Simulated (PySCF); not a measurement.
Compound: C9H14OSi.
Cartesian coordinates in Å at the PBE0-D3(BJ)/def2-SVP level; atoms count from 1:
```
atom  x, y, z in Å
C1    -1.818    1.393   -1.297
Si2   -1.675   -0.058   -0.120
C3    -1.812    0.472    1.671
C4    -2.947   -1.360   -0.529
O5    -0.199   -0.855   -0.365
C6     1.079   -0.496   -0.151
C7     2.063   -1.485   -0.283
C8     3.402   -1.175   -0.076
C9     3.788    0.122    0.266
C10    2.812    1.107    0.396
C11    1.466    0.807    0.190
H12   -2.825    1.835   -1.236
H13   -1.659    1.058   -2.335
H14   -1.089    2.189   -1.086
H15   -2.789    0.948    1.855
H16   -1.028    1.187    1.962
H17   -1.732   -0.404    2.333
H18   -2.831   -2.237    0.126
H19   -3.967   -0.967   -0.398
H20   -2.842   -1.699   -1.571
H21    1.745   -2.495   -0.550
H22    4.156   -1.959   -0.183
H23    4.841    0.362    0.429
H24    3.096    2.128    0.661
H25    0.714    1.592    0.290
```

The closed-shell ground state was solved at several levels (PySCF, density fitting, gas phase, non-relativistic).

| level | basis functions | total energy (Eh) | HOMO (eV) | LUMO (eV) | gap (eV) | dipole (D) |
| --- | --- | --- | --- | --- | --- | --- |
| wB97X-D/def2-SVPD | 339 | -715.6535 | -8.13 | 1.56 | 9.69 | 1.55 |
| PBE0/pcSseg-1 | 264 | -715.4906 | -6.39 | -0.13 | 6.26 | 1.59 |

Q: What might mPW1PW91/pcSseg-1 (264 basis functions) give for the same quantities?

A: Total energy -716.0312 Eh, HOMO -6.42 eV, LUMO -0.14 eV, gap 6.28 eV, dipole 1.58 D.

Q: Over all these levels, which gives the widest orbital gap and which the narrowest?

A: wB97X-D/def2-SVPD (range-separated hybrid) has the widest, 9.69 eV, and PBE0/pcSseg-1 (global hybrid, 25 % exact exchange) the narrowest, 6.26 eV. Functional and basis both differ between the two, so the spread mixes both effects.

Q: How far do the dipole and the HOMO energy spread over the levels?

A: The dipole runs from 1.55 to 1.59 D (mean 1.57 D) and the HOMO from -8.13 to -6.39 eV.

One conformer stands for the species.

Note: wB97X-D ran without an empirical dispersion term, which enters the total energy and its gradient alone.
